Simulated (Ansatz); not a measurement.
Ansatz (an electronic-structure program) input (RI-MP2/def2-QZVPPD):
A basis named .json is the Basis Set Exchange file of that set.

Ansatz 0.2 input:
```yaml
crystal:
  periodic: [false, false, false]
  atoms:
    - {symbol: F, position_ang: [-0.00352182, 1.68800675, -1.15610829]}
    - {symbol: Si, position_ang: [-0.01083694, 0.66568707, 0.04695105]}
    - {symbol: F, position_ang: [-0.04851179, 1.50829318, 1.38154400]}
    - {symbol: Br, position_ang: [1.82841893, -0.51688016, -0.00418886]}
    - {symbol: Br, position_ang: [-1.81070408, -0.57130036, -0.07256074]}
basis:
  gaussian:
    orbitals: def2-QZVPPD.json
    fitting: {mean_field: def2-universal-jkfit, correlation: def2-QZVPPD-RIFIT.json}
magnetization: {spin_polarized: false}
correlation: {method: mp2, electrons: outside_noble_gas}
```

Output:

```
Functional definition: HF
integrals: 0.91 GiB planned
814 factors; integrals over basis functions are off by at most 1.4e0 eV
1.03 GiB of device memory are held for the factors and their scratch space
mean field: 2.43 GiB planned
mean field evaluation 1: about -153282.2492 eV, gradient 3.8e1 eV
mean field evaluation 2: about -153283.8185 eV, gradient 2.6e1 eV
mean field evaluation 4: about -153284.6856 eV, gradient 6.1e-1 eV
mean field evaluation 8: about -153284.6882 eV, gradient 1.6e-6 eV
mean field -153284.68821044 eV, -5633.1083916402 hartree, gradient 1.6e-6 eV, S^2 0.000000; 0 other end points of the search recorded, 0 dependent functions left out
35 core orbitals not correlated
1125 factors; their error is unknown
reference -153284.68821044 eV, -5633.1083916402 hartree; 16, 16 occupied and 353, 353 virtual orbitals, 1125 factors
second order -27.80297766 eV of doubles, -0.00000000 eV of singles
Total energy: -153312.49118810 eV, -5634.1301322236 hartree
```
